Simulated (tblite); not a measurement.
A geometry optimisation, step by step.

C8H8FP.
Numbering: `[CH2:1]=[CH:2][c:3]1[cH:4][cH:5][c:6]([CH3:7])[c:8]([F:9])[p:10]1` (hydrogens: H11, H12 on C1; H13 on C2; H14 on C4; H15 on C5; H16, H17, H18 on C7)

Computed with GFN2-xTB (tblite), gas phase: L-BFGS steps from a force-field or distance-geometry start until the largest atomic force falls under 0.01 eV/Å. 10 of its 37 geometries are shown.

Step 0: E = -772.4387 eV, largest atomic force 2.462 eV/Å
```
atom  x, y, z in Å  |  force x, y, z in eV/Å
C1      3.527    0.335    0.975   -0.393  -0.531  -0.707
C2      2.753   -0.327    0.085    1.507   0.795   1.363
C3      1.336   -0.135    0.080   -1.410   0.181  -0.206
C4      0.521   -0.790   -0.816    1.164  -1.182  -0.934
C5     -0.832   -0.683   -0.900   -0.718  -0.701  -1.107
C6     -1.640    0.121   -0.144   -1.484   0.891   0.766
C7     -3.106    0.123   -0.397   -1.193  -1.006  -0.353
C8     -1.180    0.954    0.869    0.905  -1.018  -0.995
F9     -2.021    1.721    1.594    0.315  -0.161  -0.146
P10     0.523    0.969    1.183    1.183   1.319   1.710
H11     4.601    0.182    0.985   -0.334   0.204   0.172
H12     3.047    1.018    1.666    0.402  -0.079  -0.036
H13     3.279   -1.013   -0.573   -0.656  -0.001  -0.192
H14     1.020   -1.491   -1.505   -0.272   0.286   0.208
H15    -1.349   -1.277   -1.671    0.312   0.246   0.388
H16    -3.696    0.410    0.496    0.420  -0.149  -0.539
H17    -3.370    0.802   -1.220    0.104  -0.117   0.269
H18    -3.422   -0.913   -0.718    0.149   1.024   0.340
```

Step 4: E = -772.8616 eV, largest atomic force 0.474 eV/Å
```
atom  x, y, z in Å  |  force x, y, z in eV/Å
C1      3.533    0.336    0.976   -0.221  -0.185  -0.222
C2      2.746   -0.310    0.118    0.036   0.153   0.155
C3      1.294   -0.111    0.090   -0.040   0.052   0.110
C4      0.519   -0.812   -0.830    0.131   0.069   0.047
C5     -0.855   -0.689   -0.925    0.163  -0.260  -0.234
C6     -1.674    0.118   -0.148    0.260   0.079   0.106
C7     -3.149    0.106   -0.409    0.345  -0.062   0.088
C8     -1.111    0.915    0.836    0.176  -0.094  -0.056
F9     -1.966    1.690    1.567    0.351  -0.114  -0.069
P10     0.586    1.028    1.260   -0.195  -0.244  -0.337
H11     4.595    0.197    1.002    0.110   0.011   0.033
H12     3.083    1.019    1.671    0.160   0.189   0.224
H13     3.216   -1.004   -0.580   -0.461   0.104   0.033
H14     1.024   -1.500   -1.519   -0.192   0.302   0.307
H15    -1.349   -1.284   -1.675   -0.078  -0.123  -0.152
H16    -3.691    0.403    0.476   -0.203   0.062   0.161
H17    -3.373    0.798   -1.211   -0.134   0.132  -0.153
H18    -3.437   -0.893   -0.710   -0.206  -0.071  -0.040
```

Step 8: E = -772.9297 eV, largest atomic force 0.208 eV/Å
```
atom  x, y, z in Å  |  force x, y, z in eV/Å
C1      3.531    0.338    0.980    0.024   0.043   0.053
C2      2.727   -0.295    0.134    0.003   0.019   0.001
C3      1.283   -0.101    0.102    0.039   0.010   0.021
C4      0.519   -0.802   -0.822   -0.082   0.007  -0.013
C5     -0.852   -0.711   -0.949   -0.052   0.016   0.034
C6     -1.657    0.103   -0.160   -0.146  -0.064  -0.073
C7     -3.139    0.106   -0.404   -0.071   0.025  -0.012
C8     -1.078    0.890    0.816   -0.097   0.005  -0.013
F9     -1.908    1.672    1.556   -0.018   0.048   0.055
P10     0.595    1.026    1.256   -0.052   0.040   0.031
H11     4.597    0.201    1.007   -0.002  -0.074  -0.080
H12     3.121    1.036    1.694    0.066   0.039   0.057
H13     3.137   -0.993   -0.584   -0.046  -0.029  -0.033
H14     1.019   -1.479   -1.498    0.192  -0.065  -0.048
H15    -1.355   -1.304   -1.698    0.086  -0.063  -0.062
H16    -3.702    0.405    0.478    0.115   0.016  -0.006
H17    -3.384    0.801   -1.211    0.045  -0.023   0.069
H18    -3.463   -0.888   -0.709   -0.005   0.051   0.019
```

Step 12: E = -772.9404 eV, largest atomic force 0.112 eV/Å
```
atom  x, y, z in Å  |  force x, y, z in eV/Å
C1      3.533    0.342    0.985   -0.003  -0.038  -0.052
C2      2.724   -0.287    0.139   -0.049   0.013   0.021
C3      1.280   -0.098    0.105   -0.056   0.028  -0.003
C4      0.518   -0.802   -0.823    0.063  -0.024   0.007
C5     -0.855   -0.718   -0.953    0.074  -0.029  -0.029
C6     -1.668    0.095   -0.167    0.078  -0.008   0.011
C7     -3.145    0.107   -0.404    0.012  -0.017  -0.001
C8     -1.090    0.886    0.810    0.013   0.002   0.015
F9     -1.904    1.676    1.562   -0.091  -0.036  -0.055
P10     0.582    1.028    1.254   -0.007   0.005   0.003
H11     4.598    0.187    0.992   -0.006  -0.030  -0.032
H12     3.142    1.045    1.707    0.060  -0.044  -0.038
H13     3.115   -0.993   -0.587    0.032   0.055   0.062
H14     1.044   -1.476   -1.492   -0.034   0.059   0.050
H15    -1.339   -1.318   -1.712    0.035   0.010   0.028
H16    -3.688    0.412    0.485   -0.010   0.027   0.046
H17    -3.382    0.805   -1.206   -0.035   0.051  -0.028
H18    -3.474   -0.883   -0.708   -0.074  -0.024  -0.005
```

Step 16: E = -772.9471 eV, largest atomic force 0.091 eV/Å
```
atom  x, y, z in Å  |  force x, y, z in eV/Å
C1      3.537    0.339    0.980    0.037   0.015   0.033
C2      2.711   -0.280    0.145    0.052   0.001  -0.008
C3      1.270   -0.089    0.110    0.059   0.005   0.043
C4      0.525   -0.803   -0.820   -0.038   0.056   0.029
C5     -0.847   -0.724   -0.957   -0.044   0.019   0.027
C6     -1.665    0.086   -0.172   -0.037  -0.003  -0.026
C7     -3.148    0.107   -0.405    0.024   0.017   0.005
C8     -1.099    0.882    0.807   -0.007  -0.019  -0.019
F9     -1.924    1.669    1.552   -0.049  -0.049  -0.059
P10     0.570    1.035    1.258   -0.009   0.026   0.023
H11     4.598    0.168    0.971    0.026  -0.031  -0.030
H12     3.171    1.043    1.710    0.001   0.022   0.019
H13     3.108   -0.983   -0.577   -0.003  -0.030  -0.035
H14     1.062   -1.468   -1.484   -0.005  -0.012  -0.008
H15    -1.319   -1.329   -1.718   -0.030  -0.009  -0.004
H16    -3.675    0.420    0.495    0.014  -0.029  -0.064
H17    -3.386    0.814   -1.202    0.006  -0.048   0.054
H18    -3.498   -0.880   -0.706    0.004   0.070   0.020
```

Step 20: E = -772.9498 eV, largest atomic force 0.039 eV/Å
```
atom  x, y, z in Å  |  force x, y, z in eV/Å
C1      3.544    0.338    0.981    0.018  -0.008  -0.007
C2      2.713   -0.276    0.147    0.006  -0.001   0.005
C3      1.272   -0.084    0.118   -0.003   0.004  -0.004
C4      0.525   -0.797   -0.815    0.008  -0.004   0.003
C5     -0.846   -0.727   -0.957    0.008  -0.004  -0.008
C6     -1.667    0.082   -0.177    0.000  -0.002   0.003
C7     -3.147    0.108   -0.405   -0.028  -0.003  -0.004
C8     -1.102    0.879    0.804   -0.006   0.006  -0.002
F9     -1.942    1.658    1.538   -0.014   0.005   0.004
P10     0.564    1.041    1.262    0.000  -0.008  -0.002
H11     4.604    0.155    0.959    0.025   0.007   0.012
H12     3.186    1.044    1.714    0.024  -0.006  -0.004
H13     3.104   -0.982   -0.577   -0.010   0.001  -0.005
H14     1.066   -1.463   -1.478   -0.018   0.016   0.018
H15    -1.315   -1.333   -1.719   -0.007   0.001   0.009
H16    -3.670    0.421    0.494   -0.023   0.005   0.028
H17    -3.388    0.815   -1.197    0.004   0.025  -0.028
H18    -3.508   -0.873   -0.704    0.014  -0.033  -0.016
```

Step 24: E = -772.9503 eV, largest atomic force 0.035 eV/Å
```
atom  x, y, z in Å  |  force x, y, z in eV/Å
C1      3.549    0.336    0.980    0.003  -0.004  -0.005
C2      2.715   -0.276    0.148   -0.005   0.003  -0.002
C3      1.272   -0.082    0.119   -0.002   0.003   0.005
C4      0.525   -0.796   -0.812   -0.008   0.003   0.001
C5     -0.846   -0.727   -0.957   -0.012   0.008   0.014
C6     -1.669    0.081   -0.177   -0.006   0.009   0.004
C7     -3.150    0.108   -0.405    0.013  -0.002  -0.003
C8     -1.105    0.879    0.803   -0.006   0.003   0.005
F9     -1.947    1.657    1.536    0.010   0.007   0.007
P10     0.562    1.041    1.263   -0.012   0.004   0.004
H11     4.609    0.154    0.958    0.005  -0.002  -0.002
H12     3.193    1.043    1.713    0.016  -0.004  -0.001
H13     3.102   -0.981   -0.578   -0.001   0.002   0.000
H14     1.065   -1.461   -1.475    0.008  -0.010  -0.007
H15    -1.316   -1.335   -1.718    0.006  -0.001   0.005
H16    -3.673    0.421    0.495   -0.006  -0.015  -0.031
H17    -3.388    0.818   -1.199   -0.005  -0.016   0.014
H18    -3.507   -0.875   -0.706    0.001   0.013  -0.007
```

Step 28: E = -772.9507 eV, largest atomic force 0.031 eV/Å
```
atom  x, y, z in Å  |  force x, y, z in eV/Å
C1      3.554    0.334    0.979   -0.005   0.005   0.004
C2      2.714   -0.275    0.148    0.003   0.002   0.000
C3      1.272   -0.080    0.121    0.003   0.000   0.003
C4      0.524   -0.794   -0.811    0.010  -0.002   0.003
C5     -0.847   -0.726   -0.955    0.012  -0.004  -0.001
C6     -1.671    0.083   -0.177    0.010  -0.002   0.004
C7     -3.151    0.107   -0.407   -0.008  -0.003  -0.006
C8     -1.108    0.880    0.803    0.007   0.005   0.009
F9     -1.949    1.658    1.537   -0.002   0.009   0.007
P10     0.559    1.042    1.264    0.017   0.003   0.005
H11     4.614    0.152    0.957   -0.011  -0.017  -0.023
H12     3.203    1.042    1.713   -0.006   0.007   0.008
H13     3.099   -0.980   -0.579   -0.002  -0.001  -0.003
H14     1.065   -1.460   -1.473   -0.009   0.006   0.008
H15    -1.315   -1.335   -1.716   -0.003   0.002   0.005
H16    -3.677    0.417    0.491   -0.011  -0.005   0.009
H17    -3.389    0.817   -1.199   -0.005   0.007  -0.017
H18    -3.506   -0.875   -0.710    0.000  -0.012  -0.014
```

Step 32: E = -772.9510 eV, largest atomic force 0.018 eV/Å
```
atom  x, y, z in Å  |  force x, y, z in eV/Å
C1      3.557    0.334    0.977   -0.003  -0.001  -0.002
C2      2.715   -0.273    0.149   -0.005   0.000   0.005
C3      1.272   -0.078    0.124    0.003   0.003   0.000
C4      0.525   -0.792   -0.807   -0.009   0.002   0.008
C5     -0.847   -0.725   -0.951   -0.009   0.008   0.008
C6     -1.671    0.085   -0.174   -0.012   0.000  -0.001
C7     -3.152    0.105   -0.411    0.000   0.003   0.002
C8     -1.109    0.883    0.806    0.000  -0.006  -0.008
F9     -1.951    1.662    1.539    0.008  -0.007  -0.008
P10     0.559    1.044    1.267   -0.003  -0.003  -0.006
H11     4.617    0.145    0.949   -0.008  -0.003  -0.009
H12     3.212    1.042    1.715   -0.003  -0.006  -0.007
H13     3.096   -0.979   -0.580   -0.002   0.010   0.007
H14     1.063   -1.459   -1.470    0.006   0.002   0.005
H15    -1.314   -1.335   -1.711   -0.001   0.004   0.005
H16    -3.685    0.410    0.486    0.008  -0.006   0.000
H17    -3.392    0.816   -1.202    0.014  -0.003   0.003
H18    -3.505   -0.877   -0.719    0.017   0.005  -0.003
```

Step 36: E = -772.9511 eV, largest atomic force 0.009 eV/Å
```
atom  x, y, z in Å  |  force x, y, z in eV/Å
C1      3.558    0.333    0.977   -0.002  -0.001  -0.001
C2      2.714   -0.273    0.149   -0.003   0.000  -0.003
C3      1.272   -0.076    0.125   -0.007   0.000   0.003
C4      0.524   -0.792   -0.805    0.001  -0.002  -0.002
C5     -0.847   -0.724   -0.949    0.002  -0.006  -0.005
C6     -1.673    0.085   -0.173    0.009  -0.001   0.000
C7     -3.152    0.104   -0.411    0.005  -0.001   0.000
C8     -1.109    0.883    0.806    0.000   0.004   0.003
F9     -1.950    1.662    1.539   -0.005   0.003   0.002
P10     0.558    1.045    1.268    0.000   0.006   0.004
H11     4.616    0.142    0.945    0.002   0.003   0.000
H12     3.215    1.041    1.715   -0.001   0.000   0.001
H13     3.095   -0.978   -0.580   -0.001  -0.003  -0.004
H14     1.064   -1.458   -1.468   -0.002   0.000   0.004
H15    -1.314   -1.335   -1.709   -0.005  -0.003  -0.004
H16    -3.686    0.408    0.485    0.000  -0.001   0.001
H17    -3.390    0.817   -1.202    0.004   0.006   0.002
H18    -3.502   -0.877   -0.722    0.004  -0.002  -0.003
```

Task: Summarise the path.

Result: The energy falls by 0.5125 eV from step 0 to step 36; nine tenths of that is first reached at step 6. It falls at every step. The largest force goes from 2.462 to 0.009 eV/Å. Among the bonds C7–H18 changes most, from 1.129 to 1.087 Å; the atoms move by 0.094 Å rms after alignment.

What follows is the cost of the whole relaxation. Time: 0.24 s wall. Hardware: one thread, Arm Neoverse V2 (aarch64), on a shared host.
